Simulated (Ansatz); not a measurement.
ClFGe, SMILES `[F][Ge][Cl]`, 3 atoms. Charge 0, multiplicity 1. Correlated methods include outer-core shells of Ge, which these sets cover unevenly. Scalar relativity is left out up to krypton. All runs use 2 threads of a server CPU on a shared host. Correlated methods freeze the cores. Open-shell runs search over several starts.

Problem. How many basis functions does each run have, and how long does it take in Ansatz? RHF-CCSD(T)/def2-TZVPP energy; UKS PBE0-D4/def2-TZVPP energy of the cation; UKS B3LYP-D4/def2-TZVPP energy of the cation; UKS ωB97M-V/def2-TZVPP energy of the cation; RKS PBE0-D4/def2-SVP energy; RKS PBE0-D4/def2-QZVPP energy; RKS ωB97M-V/def2-QZVPP energy; RKS ωB97M-V/def2-SVP energy; UKS PBE-D4/def2-TZVPP energy of the cation; UHF-MP2/def2-QZVPP energy of the cation; direct RPA on PBE orbitals/def2-TZVPP energy; UKS ωB97X-V/def2-TZVPP energy of the cation. (Estimate.)

Solution. The calculation gave: Other jobs shared the machine, so times are rough.

| level | job | functions | wall time | peak host memory (GiB) |
| --- | --- | --- | --- | --- |
| RKS PBE0-D4/def2-SVP | energy | 64 | 1 s | 0.13 |
| direct RPA on PBE orbitals/def2-TZVPP | energy | 121 | 2.8 s | 0.18 |
| RKS ωB97M-V/def2-SVP | energy | 64 | 3.6 s | 0.18 |
| RKS PBE0-D4/def2-QZVPP | energy | 216 | 4.3 s | 0.54 |
| UKS PBE0-D4/def2-TZVPP | energy of the cation | 121 | 6.5 s | 0.31 |
| UKS PBE-D4/def2-TZVPP | energy of the cation | 121 | 7 s | 0.23 |
| UKS B3LYP-D4/def2-TZVPP | energy of the cation | 121 | 7 s | 0.31 |
| RHF-CCSD(T)/def2-TZVPP | energy | 121 | 8 s | 0.43 |
| RKS ωB97M-V/def2-QZVPP | energy | 216 | 13 s | 0.63 |
| UKS ωB97X-V/def2-TZVPP | energy of the cation | 121 | 17 s | 0.43 |
| UKS ωB97M-V/def2-TZVPP | energy of the cation | 121 | 18 s | 0.46 |
| UHF-MP2/def2-QZVPP | energy of the cation | 216 | 2.4 min | 0.69 |

B3LYP here is the variant with VWN-RPA as its local correlation; programs differ in this.
